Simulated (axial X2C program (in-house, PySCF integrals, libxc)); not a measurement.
Which molecule has these constants?

Calculated with an in-house relativistic program for diatomic molecules, spin-free (one-electron X2C) or two-component (2c: spin–orbit coupling with atomic mean-field Coulomb and Gaunt terms, which also bring small scalar terms), in Dyall basis sets with cores contracted in-house; open shells are unrestricted.

A two-component PBE0 calculation in a Dyall 3-zeta basis gave Re = 3.250 Å, ωe = 99.3 cm⁻¹, De = 0.15 eV, Ω = 3/2.

Task: Which molecule is it?
A. TiCl⁺
B. SeCl⁺
C. KCl⁺
D. CoCl⁺
E. CaCl⁺

Result: C. The others have CaCl⁺ 2.314 Å and 455.5 cm⁻¹ (Ω = 0); SeCl⁺ 2.031 Å and 534.3 cm⁻¹ (Ω = 1); TiCl⁺ 2.136 Å and 485.5 cm⁻¹ (Ω = 1); CoCl⁺ 2.022 Å and 493.0 cm⁻¹ (Ω = 7/2).

Each entry is the lowest single determinant of a limited PBE0 search at one distance. De goes to single-determinant-based atoms at the same level (for ions the charge split of lowest energy) and is withheld (n/a) where an atom does not fit its ground term or J level. Main or longest-lived isotopes. One determinant is a doubtful description, or other states lie close, for KCl⁺, SeCl⁺, TiCl⁺, CoCl⁺; these need not be ground states, and all values refer to the states named. Some open-shell Ω = 0 determinants are out of reach, so the Ω given for SeCl⁺ need not be the lowest component. With several unpaired electrons the Ω given is that of one determinant, not necessarily of the lowest component. Some light 2c atoms are not at their ground J level, so De misses part of their lowering (0.04 eV or less). The functionals have no current term, which raises determinants with orbital currents. Where the atoms have a lower orbital projection than the molecule, De at mean-field level may be about a tenth of an eV too small.
